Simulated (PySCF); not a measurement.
## How methods differ on the excitation energy of F²⁺

F²⁺ [He] 2s2 2p3 (4S) → F²⁺ [He] 2s1 2p3 3s1 (6S), as a difference of total energies. Calculation: PySCF 2.14, in aug-cc-pVQZ-DK (6s5p4d3f2g, 80 functions); the spin-free X2C one-electron Hamiltonian (Gaussian nucleus). Correlated levels: valence: 1s2 frozen. The calculations carry no spin-orbit coupling.

```tsv
method	excitation energy (eV)
UHF	46.207
LDA	48.492
PBE	48.385
PBE0	48.339
r2SCAN	47.974
BHandHLYP	49.402
HSE06	48.323
CAM-B3LYP	49.339
MN15	48.595
MP2 (valence)	48.182
SCS-MP2 (valence)	48.708
```

How much does correlation contribute at MP2 (valence)?

48.182 − (46.207) = 1.975 eV, measured against UHF.

The promoted electron is Rydberg-like, and one or two diffuse shells describe it only roughly, which tends to raise the upper state.
